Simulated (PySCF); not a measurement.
# Shieldings and the share of exact exchange

Molecule: `C#C/C=C/[SiH2]C`, C₅H₈Si.

Geometry (Å), atoms numbered from 1 in this order:
```xyz
14

C     3.864   -0.380   -0.688
C     2.674   -0.144   -0.757
C     1.280    0.125   -0.859
C     0.458    0.330    0.191
Si   -1.372    0.671    0.004
C    -2.400   -0.593    0.940
H     4.916   -0.585   -0.625
H     0.881    0.160   -1.881
H     0.902    0.283    1.194
H    -1.689    0.639   -1.458
H    -1.681    2.042    0.524
H    -2.195   -1.610    0.573
H    -2.169   -0.564    2.016
H    -3.475   -0.390    0.818
```

GIAO shieldings (ppm, equivalent atoms averaged) in PySCF on the PBE0-D3(BJ)/def2-SVP geometry, basis pcSseg-1, gas phase, non-relativistic:

| functional | exact exchange (%) | σ(C2) | σ(Si5) |
| --- | --- | --- | --- |
| BLYP | 0 | 88.1 | 361.9 |
| BP86 | 0 | 91.7 | 371.1 |
| PBE | 0 | 91.7 | 371.9 |
| PBE0 | 25 | 98.6 | 387.8 |
| mPW1PW91 | 25 | 98.2 | 386.2 |
| BHandHLYP | 50 | 101.5 | 393.8 |
| HF | 100 | 114.8 | 426.6 |

Q: Fit each shielding as a line in the percentage of exact exchange.

A: σ(C2) = 91.0 + 0.24 x (rms 1.5 ppm); σ(Si5) = 369.3 + 0.57 x (rms 3.9 ppm). The functionals also differ in their semilocal parts, which the line can't hold; Hartree–Fock has no correlation at all.

Q: What does the line predict for B3LYP (20 %), and what does the run give?

A: σ(C2): 95.8 predicted, 93.8 computed; σ(Si5): 380.7 predicted, 374.9 computed ppm.
